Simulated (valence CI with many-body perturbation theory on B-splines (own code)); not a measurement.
## Energy levels of Pd13+

Level of theory: valence CI with perturbative core correlation (CI+MBPT): five valence electrons over a frozen Dirac-Fock core [Ar] 3d10, radial functions for each j: 11 s, 11 p, 10 d, 8 f, 5 g, 2 h, with the one-electron correlation potential Σ1, the two-electron term Σ2, the three-electron term Σ3, Breit, model QED; selected CI, second order for the rest, scaled by the run's own slope (own B-spline code, finite nucleus).

No measured spectrum was set against this ion. As an estimate, levels hold to about 250 cm⁻¹ or 0.2 % of their energy and the worst to 1 %, as in measured heavy ions of charge 2 to 7; those with d or f electrons hold less well. Among the levels kept, up to 2300 cm⁻¹ of a level comes from second order outside the variational space, and about a tenth of that is noise between levels of different J, which matters for small intervals.

Levels 46 to 90 of 169, with energies above the lowest level, 4s2 4p3 4S°_3/2. "Leading %" is the weight of the configuration and term that name the level; weights of strongly mixed levels are sums over their largest components and can fall short, so below about 35 % the name and the second component can differ from the true leading terms, or belong to a minority configuration. In the jj column 3d3/2^4 stands for four electrons in 3d with j = 3/2. Lifetimes count E1, E2, E3, M1 and M2 decay at the calculated energies, and are blank where another channel may lead or the interval is too uncertain; long ones can be off by a factor of two.

```tsv
No.	Configuration	Term	J	E (eV)	Leading %	Lifetime	Leading jj
46	4s 4p3 4d	6D°	7/2	90.84	86	1.91 ns	4s 4p1/2^2 4p3/2 4d5/2 (26 %)
47	4s 4p3 4d	6D°	9/2	91.35	90	3.68 ns	4s 4p1/2^2 4p3/2 4d5/2 (47 %)
48	4p5	2P°	1/2	91.86	68	51.3 ps	4p1/2 4p3/2^4 (68 %)
49	4s 4p3 4d	4F°	3/2	95.77	48	228 ps	4s 4p1/2^2 4p3/2 4d3/2 (37 %)
50	4s 4p3 4d	4D°	5/2	95.83	55	244 ps	4s 4p1/2^2 4p3/2 4d5/2 (41 %)
51	4s 4p3 4d	4D°	7/2	97.22	71	508 ps	4s 4p1/2 4p3/2^2 4d5/2 (66 %)
52	4s 4p3 4d	4D°	1/2	97.82	91	348 ps	4s 4p1/2 4p3/2^2 4d5/2 (41 %)
53	4s 4p3 4d	4D°	3/2	98.00	52	252 ps	4s 4p1/2 4p3/2^2 4d3/2 (61 %)
54	4s 4p3 4d	4F°	5/2	98.37	55	224 ps	4s 4p1/2 4p3/2^2 4d3/2 (69 %)
55	4s 4p3 4d	4F°	7/2	99.12	60	266 ps	4s 4p1/2 4p3/2^2 4d3/2 (60 %)
56	4s 4p3 4d	4G°	5/2	99.93	67	141 ps	4s 4p1/2^2 4p3/2 4d3/2 (45 %)
57	4s 4p3 4d	4F°	9/2	100.30	56	309 ps	4s 4p1/2 4p3/2^2 4d5/2 (53 %)
58	4s 4p3 4d	4G°	7/2	100.52	55	125 ps	4s 4p1/2^2 4p3/2 4d5/2 (30 %)
59	4s 4p3 4d	2S°	1/2	101.07	62	142 ps	4s 4p1/2^2 4p3/2 4d3/2 (38 %)
60	4s 4p3 4d	4F°	9/2	101.46	52	221 ps	4s 4p1/2 4p3/2^2 4d5/2 (69 %)
61	4s 4p3 4d	4G°	11/2	102.61	94	239 ps	4s 4p1/2 4p3/2^2 4d5/2 (94 %)
62	4s 4p3 4d	4D°	1/2	102.68	87	45.8 ps	4s 4p1/2^2 4p3/2 4d3/2 (41 %)
63	4s 4p3 4d	2G°	7/2	103.65	67	146 ps	4s 4p1/2^2 4p3/2 4d5/2 (40 %)
64	4s 4p3 4d	4D°	3/2	103.92	68	37.5 ps	4s 4p1/2^2 4p3/2 4d3/2 (34 %)
65	4s 4p3 4d	2G°	9/2	104.09	68	223 ps	4s 4p1/2 4p3/2^2 4d3/2 (59 %)
66	4s 4p3 4d	2D°	5/2	104.41	29	27.7 ps	4s 4p1/2^2 4p3/2 4d3/2 (32 %)
67	4s 4p3 4d	4P°	3/2	104.65	56	33.2 ps	4s 4p1/2^2 4p3/2 4d5/2 (43 %)
68	4s 4p3 4d	4P°	1/2	105.66	63	57.8 ps	4s 4p1/2 4p3/2^2 4d5/2 (55 %)
69	4s 4p3 4d	4P°	5/2	106.41	39	12.9 ps	4s 4p1/2 4p3/2^2 4d5/2 (30 %)
70	4s 4p3 4d	4F°	3/2	106.42	69	56.3 ps	4s 4p1/2 4p3/2^2 4d3/2 (74 %)
71	4s 4p3 4d	4F°	7/2	106.56	39	27.3 ps	4s 4p1/2 4p3/2^2 4d5/2 (26 %)
72	4s 4p3 4d	4F°	5/2	106.78	46	38.9 ps	4s 4p1/2 4p3/2^2 4d5/2 (34 %)
73	4s 4p3 4d	4D°	5/2	107.37	52	18.7 ps	4s 4p1/2 4p3/2^2 4d5/2 (61 %)
74	4s 4p3 4d	2D°	3/2	107.76	50	18.5 ps	4s 4p1/2 4p3/2^2 4d3/2 (36 %)
75	4s 4p3 4d	4D°	7/2	107.90	56	34.4 ps	4s 4p1/2 4p3/2^2 4d5/2 (67 %)
76	4s 4p3 4d	4F°	9/2	108.14	41	139 ps	4s 4p1/2 4p3/2^2 4d5/2 (42 %)
77	4s 4p3 4d	4P°	3/2	108.59	58	7.49 ps	4s 4p1/2 4p3/2^2 4d3/2 (68 %)
78	4s 4p3 4d	4P°	5/2	108.97	60	14.1 ps	4s 4p1/2 4p3/2^2 4d5/2 (51 %)
79	4s 4p3 4d	2P°	1/2	108.97	53	9.22 ps	4s 4p1/2^2 4p3/2 4d3/2 (32 %)
80	4s 4p3 4d	2F°	7/2	109.30	52	28.7 ps	4s 4p1/2 4p3/2^2 4d5/2 (50 %)
81	4s 4p3 4d	4S°	3/2	109.77	32	7.74 ps	4s 4p1/2 4p3/2^2 4d5/2 (49 %)
82	4s 4p3 4d	2D°	5/2	109.87	42	30.2 ps	4s 4p1/2 4p3/2^2 4d5/2 (42 %)
83	4s 4p3 4d	2D°	3/2	110.00	36	11.0 ps	4s 4p1/2 4p3/2^2 4d5/2 (36 %)
84	4s 4p3 4d	4D°	7/2	110.39	46	6.53 ps	4s 4p1/2 4p3/2^2 4d3/2 (53 %)
85	4s 4p3 4d	4D°	5/2	110.52	52	9.30 ps	4s 4p1/2 4p3/2^2 4d3/2 (37 %)
86	4s 4p3 4d	4P°	1/2	110.85	60	5.87 ps	4s 4p1/2 4p3/2^2 4d3/2 (56 %)
87	4s 4p3 4d	2G°	7/2	111.18	33	22.7 ps	4s 4p1/2 4p3/2^2 4d3/2 (38 %)
88	4s 4p3 4d	4D°	3/2	111.47	40	10.2 ps	4s 4p1/2 4p3/2^2 4d5/2 (38 %)
89	4s 4p3 4d	2P°	3/2	112.29	39	7.51 ps	4s 4p1/2 4p3/2^2 4d5/2 (33 %)
90	4s 4p3 4d	4D°	5/2	112.43	32	9.54 ps	4s 4p1/2 4p3/2^2 4d5/2 (36 %)
```

Names give the largest LS component (configuration and term), which can be under half, so a name can repeat, a term be missing and a line seem to break the LS rules; names also repeat where a configuration has a term twice.

Where two levels of one J and parity lie close, their mixing, g and order are uncertain.
